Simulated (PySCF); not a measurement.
Energy of Ni+ (nickel, charge +1) between two integer charges

The 3d beta orbital of [Ar] 3d9 is emptied in steps (occupation f), with all orbitals relaxed, ending at [Ar] 3d8. Computed with PySCF 2.14 in def2-TZVP (6s4p4d1f, 45 functions), with no relativity, point nucleus. The exact energy is a straight line in f; departures are measured from the line between the end points of the same method.

Question: Among BHandHLYP, wB97X, HSE06, which shows the largest delocalisation error (convex curve), and which is closest to linear?

Answer: Most convex: HSE06 (-1.173 eV at f = 0.4); closest to linear: BHandHLYP (-0.436 eV).

```
  f  BHandHLYP (eV)  wB97X (eV)  HSE06 (eV)
  1           0.000       0.000       0.000
0.8          -0.263      -0.286      -0.761
0.6          -0.416      -0.446      -1.158
0.4          -0.436      -0.460      -1.173
0.2          -0.303      -0.315      -0.791
  0           0.000       0.000       0.000
```

| method | E(f=0) − E(f=1) (eV) | −ε at f=1 (eV) | −ε at f=0.4 (eV) |
| --- | --- | --- | --- |
| BHandHLYP | 17.700 | 16.158 | 17.969 |
| wB97X | 18.449 | 16.736 | 18.765 |
| HSE06 | 18.338 | 13.666 | 19.243 |

Reference removal energy between the ground levels: 18.169 eV (measured; NIST Atomic Spectra Database, ionization energies). The calculation has no spin-orbit coupling. The determinant left behind need not be the lowest term of the ion.
